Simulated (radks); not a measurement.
Species: Er4+. Configuration: [Xe] 4f10. Method: Dirac Kohn-Sham, BLYP, spin-unpolarised, spherical densities, point nucleus; open shells are shared between the two j in proportion to 2j + 1; computed with a radial shooting solver on a logarithmic mesh with Libxc functionals. Some entries of the table are withheld. Estimate them.

orbital,occ.,eigenvalue (hartree),<r^2> (bohr^2),<1/r> (bohr^-1)
1s1/2,2,-2108.283,0.0005677,77.59
2s1/2,2,-355.6718,0.008774,(1)
2p1/2,2,-338.8473,0.006329,18.63
2p3/2,4,-305.1433,0.007548,16.15
3s1/2,2,-81.30588,0.05795,6.826
3p1/2,2,-73.92867,0.05363,(2)
3p3/2,4,-66.85209,0.06048,(3)
3d3/2,4,-54.23923,0.04765,5.994
3d5/2,6,-52.69320,0.04954,5.840
4s1/2,2,-17.66729,(4),2.863
4p1/2,2,-14.71746,0.3028,(5)
4p3/2,4,-13.11219,0.3401,(6)
4d3/2,4,-8.25436,0.3814,2.321
4d5/2,6,-7.96061,0.3958,2.267
5s1/2,2,(7),1.625,(8)
5p1/2,2,-2.78673,1.981,0.9985
5p3/2,4,-2.55025,2.246,0.9261
4f5/2,4.28571,-2.08019,0.6624,1.773
4f7/2,5.71429,-2.03494,0.6814,1.751

Answer. 
(1) 2s1/2 <1/r> (bohr^-1): 18.66
(2) 3p1/2 <1/r> (bohr^-1): 6.741
(3) 3p3/2 <1/r> (bohr^-1): 6.109
(4) 4s1/2 <r^2> (bohr^2): 0.2903
(5) 4p1/2 <1/r> (bohr^-1): 2.755
(6) 4p3/2 <1/r> (bohr^-1): 2.537
(7) 5s1/2 eigenvalue (hartree): -3.63760
(8) 5s1/2 <1/r> (bohr^-1): 1.113
